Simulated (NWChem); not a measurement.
C3H8N2; SMILES NC1CNC1

```xyz
13

N      0.0884     1.7315    -0.3798
C     -0.0104     0.5804     0.5055
C      1.0559    -0.4998     0.1904
N      0.0219    -1.2692    -0.5442
C     -1.0527    -0.5332     0.1626
H      0.0829     1.4109    -1.3482
H     -0.7312     2.3277    -0.2695
H     -0.0357     0.9396     1.5384
H      1.4380    -0.9878     1.1003
H      1.9059    -0.1720    -0.4205
H      0.0339    -2.2762    -0.3979
H     -1.9030    -0.2440    -0.4700
H     -1.4376    -1.0347     1.0655
```
Atoms are numbered in this order, from 1.

Level: B3LYP/6-31G* (spherical d) (NWChem), optimised geometry, unscaled harmonic frequencies. B3LYP is NWChem's, with the RPA form of VWN correlation.

```csv
frequency (cm⁻¹),IR intensity (km/mol)
142,7.8
315,42.1
382,14.2
418,8.8
676,90.7
827,18.9
849,23.3
906,104.6
939,28.8
967,2.0
1021,43.6
1043,3.9
1069,16.8
1124,16.5
1150,5.3
1199,6.5
1244,15.3
1281,4.1
1297,6.9
1359,1.3
1389,9.9
1442,11.3
1530,2.1
1558,4.7
1698,29.2
2992,90.6
3009,70.0
3057,53.2
3079,37.5
3100,54.6
3455,1.1
3506,3.4
3540,0.4
```

| Property | Result |
|---|---|
| zero-point energy | 73.7 kcal/mol |
| thermal correction to the enthalpy at 298.15 K (with zero-point energy) | 77.5 kcal/mol |
| heat capacity Cv | 18.5 cal/(mol K) |
| entropy at 298.15 K and 1 atm (symmetry number 1) | 71.4 cal/(mol K) |
| dipole moment | 1.62 D |

Rigid rotor and harmonic oscillator.
